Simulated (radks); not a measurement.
Q: Coherent X-ray form factor from a spherical all-electron density. Method: scalar-relativistic Kohn-Sham, LDA (Slater exchange, VWN5 correlation), spin-polarised, spherical densities, finite nucleus; Fermi nuclear charge, rms radius of each element as measured or else 0.836 A^(1/3) + 0.57 fm; computed with a radial shooting solver on a logarithmic mesh with Libxc functionals.

sin(theta)/lambda (1/angstrom)  f0 (electrons)
0.05                                    29.955
0.1                                     29.822
0.15                                    29.602
0.2                                     29.300
0.25                                    28.920
0.3                                     28.469
0.4                                     27.383
0.5                                     26.104
0.6                                     24.697
0.8                                     21.725
1                                       18.818
1.25                                    15.541
1.5                                     12.769
2                                        8.787

The species is in the configuration that NIST lists as its ground one. Which atom or ion scatters so?

A: The barium ion Ba26+, [Ar] 3d10 4s2. Extrapolating in s^2 from the first two rows gives f0(0) = 30.0, near the electron count 30; among species with that count, the fall with angle is slower the higher Z, and the table is that of Z = 56; from so few rows the species is fixed only to a neighbour or two.
